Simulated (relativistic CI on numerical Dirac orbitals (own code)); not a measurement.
## Level scheme of Rb²⁺

Method of calculation: Dirac-Coulomb-Breit CI, orbitals from a KLI potential per configuration, model QED (radiative potential, 1s self-energy scaled to tabulated hydrogen-like ionisation energies), valence Slater integrals scaled by 0.85, configuration energies shifted to the measured levels that pair with them (semi-empirical) (own radial code, finite nucleus).

CI space (outside the closed core [Ar] 3d10): 4s²4p⁵, 4s4p⁶, 4s²4p⁴4d, 4s²4p⁴5s, 4s²4p⁴5p, 4s²4p⁴6s, 4s²4p⁴5d, 4s²4p⁴4f, 4s²4p³4d², 4s4p⁵4d, 4s4p⁵4f, 4s²4p⁴6p, 4s²4p³4f², 4s²4p⁴6d, 4s²4p⁴5f, 4s²4p⁴5g, 4s²4p⁴6f, 4p⁵4d², 4s4p⁵5s, 4s²4p³4d4f. Levels of other configurations are missing.

The lowest level is 4s²4p⁵ ²P°3/2, with 98 % of that term; Hund's rules for 4s²4p⁵ give ²P° with J = 3/2, in agreement.

```csv
No.,Configuration,Term,J,E (eV),%,Landé g,jj configuration (%)
1,4s²4p⁵,²P°,3/2,0.0000,98,1.334,4p3/2^3 (98)
2,4s²4p⁵,²P°,1/2,0.9006,98,0.666,4p1/2 4p3/2^4 (98)
3,4s4p⁶,²S,1/2,16.1265,65,2.003,4s (65)
4,4s²4p⁴4d,⁴D,7/2,19.1662,94,1.417,4p3/2^2 4d5/2 (57)
5,4s²4p⁴4d,⁴D,5/2,19.1931,92,1.363,4p3/2^2 4d3/2 (47)
6,4s²4p⁴4d,⁴D,3/2,19.2843,91,1.199,4p3/2^2 4d3/2 (59)
7,4s²4p⁴4d,⁴D,1/2,19.3935,92,0.082,4p1/2 4p3/2^3 4d3/2 (56)
8,4s²4p⁴4d,⁴F,9/2,20.1627,94,1.321,4p3/2^2 4d5/2 (86)
9,4s²4p⁴4d,⁴F,7/2,20.5104,84,1.219,4p3/2^2 4d3/2 (53)
10,4s²4p⁴5s,⁴P,5/2,20.6510,80,1.580,4p3/2^2 5s (71)
11,4s²4p⁴4d,²P,1/2,20.6869,74,0.943,4p1/2 4p3/2^3 4d3/2 (39)
12,4s²4p⁴4d,⁴F,5/2,20.7869,95,1.037,4p1/2 4p3/2^3 4d3/2 (59)
13,4s²4p⁴4d,⁴P,3/2,20.8003,45,1.567,4p3/2^2 5s (24)
14,4s²4p⁴4d,⁴P,1/2,20.8613,70,2.305,4p1/2 4p3/2^3 4d3/2 (33)
15,4s²4p⁴4d,⁴F,3/2,20.9050,95,0.437,4p1/2 4p3/2^3 4d3/2 (44)
16,4s²4p⁴4d,²D,3/2,21.1939,57,1.013,4p1/2 4p3/2^3 4d3/2 (32)
17,4s²4p⁴4d,²F,7/2,21.2796,75,1.129,4p1/2 4p3/2^3 4d5/2 (43)
18,4s²4p⁴5s,²P,3/2,21.3125,34,1.385,4p1/2 4p3/2^3 4d5/2 (50)
19,4s²4p⁴5s,⁴P,3/2,21.4223,39,1.408,4p1/2 4p3/2^3 5s (27)
20,4s²4p⁴4d,⁴P,5/2,21.4887,74,1.547,4p3/2^2 4d5/2 (38)
21,4s²4p⁴4d,²D,5/2,21.6667,61,1.145,4p1/2 4p3/2^3 4d5/2 (73)
22,4s²4p⁴5s,⁴P,1/2,21.7273,83,2.632,4p1/2 4p3/2^3 5s (36)
23,4s²4p⁴5s,²P,3/2,21.8932,39,1.493,4p1/2 4p3/2^3 5s (64)
24,4s²4p⁴4d,²F,5/2,22.0216,71,0.962,4p1/2 4p3/2^3 4d3/2 (35)
25,4s²4p⁴4d,²G,9/2,22.1390,94,1.124,4p1/2 4p3/2^3 4d5/2 (86)
26,4s²4p⁴4d,²G,7/2,22.1738,82,0.935,4p1/2 4p3/2^3 4d3/2 (89)
27,4s²4p⁴5s,²P,1/2,22.2051,95,0.713,4p1/2 4p3/2^3 5s (58)
28,4s²4p⁴5s,²D,5/2,23.1942,51,1.057,4p1/2 4p3/2^3 5s (45)
29,4s²4p⁴5s,²D,3/2,23.2567,91,0.834,4p1/2 4p3/2^3 5s (84)
30,4s²4p⁴4d,²F,5/2,23.3003,50,1.032,4p1/2 4p3/2^3 5s (34)
```

Energies count from the lowest computed level; ° marks odd parity. Filled j subshells are mostly left out of the jj labels.

The mean weight of the leading LS term, summed over parents, in these 30 levels is 75 %, and that of the leading jj configuration (from the same eigenvectors) 56 %, so LS coupling describes them better.

Configurations whose levels could be paired with our table of measured levels were shifted onto them, all but the ground configuration, by the median error of their levels; single terms can still be off by 1,000 to 2,000 cm⁻¹ or more, and rates follow the energies as ν³ (E1, M1) or ν⁵ (E2). The others borrow a shift and can be off by several thousand cm⁻¹ or more. The fine structure of a lone outer electron comes out too small, for d and f at times inverted, and misplaced configurations move strength between like terms. 41 of the 69 excited levels that our extract of the measured tables holds in this range could be paired (the sources list more); they are missed by 332 cm⁻¹ on average and 2659 at most, after the shifts were fitted to these levels, and levels without a partner can miss by more.

LS names give the leading component of a level, which can be under half, so a name can repeat, a term be missing and a line seem to break the LS rules.
